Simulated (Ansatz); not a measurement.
`C[S][Sn]([Cl])([Cl])[S]C` at its PBE0-D4/def2-TZVP geometry, where that method's forces vanish. Charge 0, multiplicity 1. Sn takes the def2 core potential.

```xyz
13

C    -2.7164   -0.6239   -0.1517
S    -1.0900   -1.4352   -0.1015
Sn    0.1554    0.2416    1.0183
Cl   -0.3785    2.2704   -0.0006
Cl   -0.5238    0.4585    3.2214
S     2.4926   -0.1022    0.9509
C     2.7417    0.1296   -0.8378
H    -3.3602   -1.2879   -0.7287
H    -2.6592    0.3416   -0.6517
H    -3.1289   -0.5101    0.8497
H     2.4331    1.1255   -1.1523
H     2.2197   -0.6310   -1.4165
H     3.8144    0.0231   -0.9994
```

(1) What forces (eV/Å) does PBE-D4/def2-TZVPP give on these atoms in Ansatz? (An estimate is asked.)

Results:

(1) Computed: 
```
C1  -0.032  0.035  0.011
S2   0.059 -0.392 -0.167
Sn3  0.045 -0.066 -0.013
Cl4 -0.094  0.353 -0.181
Cl5 -0.116  0.036  0.391
S6   0.322 -0.095  0.268
C7  -0.019  0.005 -0.046
H8  -0.133 -0.134 -0.118
H9  -0.001  0.200 -0.102
H10 -0.096  0.027  0.198
H11 -0.058  0.200 -0.076
H12 -0.097 -0.147 -0.131
H13  0.220 -0.021 -0.035
```
